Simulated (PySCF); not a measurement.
Species: C₆H₆O₂Si.
Bonds: O1–C2 (double), C2–C3, C3–C4 (double), C4–C5, C5–O6 (double), C5–C7, C7–Si8, C7–C9 (double), C2–C9. Hydrogens: H10 on C3; H11 on C4; H12, H13, H14 on Si8; H15 on C9.

A GFN2-xTB structure was refined with PySCF 2.14.0, HF/def2-SV(P) geometry optimisation, gas phase. Its GFN2-xTB values:

```csv
coordinate,GFN2-xTB
O1=C2,1.216 Å
C2–C3,1.479 Å
C2–C9,1.473 Å
C3=C4,1.335 Å
C3–H10,1.081 Å
C4–C5,1.473 Å
C4–H11,1.082 Å
C5=O6,1.218 Å
C5–C7,1.471 Å
C7–Si8,1.899 Å
C7=C9,1.339 Å
Si8–H12,1.464 Å
C9–H15,1.082 Å
O1–C2–C9,122.4°
C2–C3–C4,122.0°
C3–C2–C9,115.8°
C4–C5–O6,122.6°
C5–C7–Si8,112.1°
C5–C7–C9,120.4°
O6–C5–C7,119.9°
Si8–C7–C9,127.5°
```

How do these coordinates change at the HF/def2-SV(P) level?

```json
{"coordinate": "O1=C2", "HF/def2-SV(P) (Å or °)": "1.188", "change": "-0.028"}
{"coordinate": "C5=O6", "HF/def2-SV(P) (Å or °)": "1.191", "change": "-0.027"}
{"coordinate": "C5–C7", "HF/def2-SV(P) (Å or °)": "1.498", "change": "+0.027"}
{"coordinate": "C2–C9", "HF/def2-SV(P) (Å or °)": "1.494", "change": "+0.021"}
{"coordinate": "Si8–H12", "HF/def2-SV(P) (Å or °)": "1.484", "change": "+0.020"}
{"coordinate": "C4–C5", "HF/def2-SV(P) (Å or °)": "1.491", "change": "+0.018"}
{"coordinate": "C2–C3", "HF/def2-SV(P) (Å or °)": "1.489", "change": "+0.010"}
{"coordinate": "C3=C4", "HF/def2-SV(P) (Å or °)": "1.327", "change": "-0.008"}
{"coordinate": "C7=C9", "HF/def2-SV(P) (Å or °)": "1.334", "change": "-0.005"}
{"coordinate": "C3–H10", "HF/def2-SV(P) (Å or °)": "1.082", "change": "+0.001"}
{"coordinate": "C7–Si8", "HF/def2-SV(P) (Å or °)": "1.900", "change": "+0.001"}
{"coordinate": "C9–H15", "HF/def2-SV(P) (Å or °)": "1.083", "change": "+0.001"}
{"coordinate": "C4–H11", "HF/def2-SV(P) (Å or °)": "1.082", "change": "0.000"}
{"coordinate": "C5–C7–Si8", "HF/def2-SV(P) (Å or °)": "117.1", "change": "+5.0"}
{"coordinate": "Si8–C7–C9", "HF/def2-SV(P) (Å or °)": "123.7", "change": "-3.8"}
{"coordinate": "C4–C5–O6", "HF/def2-SV(P) (Å or °)": "121.0", "change": "-1.6"}
{"coordinate": "C3–C2–C9", "HF/def2-SV(P) (Å or °)": "117.0", "change": "+1.2"}
{"coordinate": "O1–C2–C9", "HF/def2-SV(P) (Å or °)": "121.2", "change": "-1.2"}
{"coordinate": "C5–C7–C9", "HF/def2-SV(P) (Å or °)": "119.2", "change": "-1.2"}
{"coordinate": "C2–C3–C4", "HF/def2-SV(P) (Å or °)": "121.1", "change": "-0.9"}
{"coordinate": "O6–C5–C7", "HF/def2-SV(P) (Å or °)": "120.7", "change": "+0.8"}
```

The energy falls by 0.157 eV over 9 energy and gradient evaluations, the largest force component goes from 0.0405 to 1.9e-04 Eh/bohr, and the atoms move by 0.079 Å rms after alignment. Among the bonds, O1=C2, C5=O6 and C5–C7 change most and about equally (-0.028 to +0.027 Å). Bonds longer at the end by more than 0.005 Å: 7 of 15; shorter: 4. Rotational constants go from 2472, 1070, 753.5 to 2340, 1087, 748.6 MHz.

The run used 142 basis functions and 69 SCF cycles in all.

Whether it is a minimum is left open (no frequencies).
